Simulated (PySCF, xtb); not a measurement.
C5H4F2, SMILES FC1(F)C=CC=C1.

GFN2-xTB (xtb) at its own geometry gives an orbital gap of 3.33 eV and a dipole moment of 3.25 D.

Coordinates come from a PBE0-D3(BJ)/def2-SVP optimisation. One conformer was computed; it need not be the lowest.

### Question
What does r2SCAN/def2-TZVP (PySCF) give? (Estimate from the structure and the level; the computed values follow.)

### Answer
gap 3.42 eV (levels -6.11 and -2.69 eV), dipole 2.34 D.
